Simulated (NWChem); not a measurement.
The numbers come from NWChem runs, not from measurements. System: HFSi, charge 0, spin multiplicity 1, displaced from the optimised geometry. The structure started from a generated list of species.

Job file:

```
start mol
memory heap 100 mb stack 700 mb global 1900 mb
geometry units angstroms nocenter noautoz noautosym
  Si    -0.456019     0.403674     0.000000
  H      0.553675     1.575429     0.000000
  F      1.751707    -2.009645     0.000000
end
basis spherical
  * library cc-pvdz
end
scf
  rhf
  nopen 0
  maxiter 100
  thresh 1e-7
  semidirect memsize 60000000 filesize 0
end
tce
  freeze core 6
  ccsdt
  2eorb
  2emet 13
  thresh 1e-6
  maxiter 100
  tilesize 24
end
task tce energy
```

The output up to the point where the run's verdict is printed (cleaned and shortened):

```
             Northwest Computational Chemistry Package (NWChem) 7.3.0
             --------------------------------------------------------

                                NWChem Input Module
                                -------------------

 Scaling coordinates for geometry "geometry" by  1.889725989
 (inverse scale =  0.529177249)

                             Geometry "geometry" -> ""
                             -------------------------

 Output coordinates in angstroms (scale by  1.889725989 to convert to a.u.)

  No.       Tag          Charge          X              Y              Z
 ---- ---------------- ---------- -------------- -------------- --------------
    1 Si                  14.0000    -0.45601900     0.40367400     0.00000000
    2 H                    1.0000     0.55367500     1.57542900     0.00000000
    3 F                    9.0000     1.75170700    -2.00964500     0.00000000

 Effective nuclear repulsion energy (a.u.)      26.4349141864

            Nuclear Dipole moment (a.u.)
            ----------------------------
        X                 Y               Z
 ---------------- ---------------- ----------------
    18.7739968390   -20.5223108524     0.0000000000


 Summary of "ao basis" -> "" (spherical)
 ------------------------------------------------------------------------------
       Tag                 Description            Shells   Functions and Types
 ---------------- ------------------------------  ------  ---------------------
 *                          cc-pvdz                   on all atoms

 Summary of "ao basis" -> "ao basis" (spherical)
 ------------------------------------------------------------------------------
       Tag                 Description            Shells   Functions and Types
 ---------------- ------------------------------  ------  ---------------------
 Si                         cc-pvdz                  8       18   4s3p1d
 H                          cc-pvdz                  3        5   2s1p
 F                          cc-pvdz                  6       14   3s2p1d

                                 NWChem SCF Module
[...]
   46   0.0001633505043  -0.3343257338873     2.4     2.4
   47   0.0001672562048  -0.3343276134185     2.4     2.4
   48   0.0002091341323  -0.3343271880111     2.4     2.4
   49   0.0005190088502  -0.3343290559917     2.4     2.4
   50   0.0014606601096  -0.3343232492859     2.3     2.3
   51   0.0001199974703  -0.3343284173491     2.3     2.3
   52   0.0001154571227  -0.3343269611575     2.3     2.3
   53   0.0001731536441  -0.3343269677908     2.4     2.4
   54   0.0004209017752  -0.3343256777964     2.4     2.4
   55   0.0012409263641  -0.3343277012517     2.3     2.3
   56   0.0000833575251  -0.3343249724896     2.4     2.4
   57   0.0000938207232  -0.3343263372622     2.3     2.3
   58   0.0001420894112  -0.3343255040793     2.3     2.3
   59   0.0003703957000  -0.3343284181265     2.3     2.3
   60   0.0010074017970  -0.3343214170933     2.6     2.6
   61   0.0000628756758  -0.3343277853100     2.4     2.4
   62   0.0000596877332  -0.3343273291997     2.5     2.5
   63   0.0000812452387  -0.3343264087167     2.5     2.5
   64   0.0001995052752  -0.3343273192698     2.4     2.4
   65   0.0006041422821  -0.3343251319659     2.5     2.5
   66   0.0000424658108  -0.3343259339879     2.3     2.3
   67   0.0000511132645  -0.3343260263649     2.4     2.4
   68   0.0000749367503  -0.3343268089113     2.6     2.6
   69   0.0001704308043  -0.3343259366271     2.4     2.4
   70   0.0003902602951  -0.3343273402646     2.5     2.5
   71   0.0000319126719  -0.3343272704911     2.5     2.5
   72   0.0000327724775  -0.3343267838026     2.3     2.3
   73   0.0000556887509  -0.3343267192705     2.3     2.3
   74   0.0001566445788  -0.3343266549769     2.4     2.4
   75   0.0004851227827  -0.3343261651548     2.5     2.5
   76   0.0000210791869  -0.3343260859496     2.7     2.7
   77   0.0000239121899  -0.3343265396618     2.7     2.7
   78   0.0000421102302  -0.3343263480960     2.9     2.9
   79   0.0000944730625  -0.3343268080799     2.5     2.5
   80   0.0002322560150  -0.3343262333850     2.5     2.5
   81   0.0000146628597  -0.3343269112355     2.5     2.5
   82   0.0000147113060  -0.3343267098227     2.5     2.5
   83   0.0000239261100  -0.3343266651742     2.5     2.5
   84   0.0000643165170  -0.3343266411349     2.6     2.6
   85   0.0001983958921  -0.3343264566912     2.9     2.9
   86   0.0000101213773  -0.3343264000937     2.5     2.5
   87   0.0000108466203  -0.3343265283709     2.6     2.6
   88   0.0000149525737  -0.3343265853557     2.5     2.5
   89   0.0000320683622  -0.3343265904562     2.4     2.4
   90   0.0000749997988  -0.3343266077644     2.6     2.6
   91   0.0000074120912  -0.3343267705378     2.5     2.5
   92   0.0000073090346  -0.3343266950924     2.6     2.6
   93   0.0000112262851  -0.3343266257293     2.6     2.6
   94   0.0000293535287  -0.3343266978694     2.5     2.5
   95   0.0000902048036  -0.3343264453876     2.7     2.7
   96   0.0000052181824  -0.3343265197572     2.8     2.8
   97   0.0000056640799  -0.3343265884191     2.8     2.8
   98   0.0000085680555  -0.3343266175555     2.8     2.8
   99   0.0000191028844  -0.3343265981373     2.7     2.7
  100   0.0000476657086  -0.3343267039304     2.5     2.5
 ------------------------------------------------------------------------
 ------------------------------------------------------------------------
 ------------------------------------------------------------------------
  current input line :
    27: task tce energy
 ------------------------------------------------------------------------
 ------------------------------------------------------------------------
 This type of error is most commonly associated with calculations not reaching convergence criteria
 ------------------------------------------------------------------------
 For more information see the NWChem manual at https://nwchemgit.github.io

 For further details see manual section:
```

The run did not converge; its last values are not results. The next line reads: 0:tce_energy: maxiter exceeded:Received an Error in Communication. NWChem stopped with the message: tce_energy: maxiter exceeded 101.
